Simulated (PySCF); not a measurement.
# One change to the structure, seen by NMR

Starting compound: SMILES C/C(F)=C\C(F)(F)F, C4H4F4.

1H NMR (400 MHz, computed): δ 5.69 (m, 1H), 2.31 (m, 3H). 13C{1H} NMR (computed): δ 182.0 (C), 133.4 (C), 108.0 (CH), 19.0 (CH3).

PySCF 2.14.0 with density-fitted response routines calculation with coordinates at the GFN2-xTB level and shieldings: GIAO PBE0/pcSseg-1; one conformer, averaged over atoms made equivalent by symmetry, fast rotation or ring inversion, in vacuum, relativity neglected.

Chemical shifts δ = σref − σ; 1H (σ = 31.72 ppm) and 13C (σ = 186.93 ppm) vs TMS, all at this level. Splittings of carbon signals by F and P are missing where no couplings were computed. Where no couplings were computed, multiplicities follow the n + 1 count of equivalent neighbours, and m marks all less simple cases (inequivalent or close neighbours, rings, F or P nearby). Shifts are as computed. Against solution values, carbons near 30 ppm lie about +3 ppm off and those near 130 ppm about +5 ppm. Of 1309 compounds with measured shifts, 239 miss one by over three times the rms of a fit or turn the order of signals round; such compounds aren't used in these exercises.

Q: What are the spectra after this edit: C replaced by Si, giving `F/C([SiH3])=C\C(F)(F)F`?

A: 1H NMR (400 MHz, computed): δ 5.67 (m, 1H), 4.23 (m, 3H). 13C{1H} NMR (computed): δ 182.9 (C), 130.7 (C), 123.7 (CH).

Q: What are the spectra after this edit: SiH2 inserted into a C-F bond, giving `C/C(F)=C/C(F)(F)[SiH2]F`?

A: 1H NMR (400 MHz, computed): δ 5.33 (m, 1H), 5.13 (m, 2H), 2.18 (m, 3H). 13C{1H} NMR (computed): δ 174.6 (C), 129.7 (C), 113.9 (CH), 20.8 (CH3).
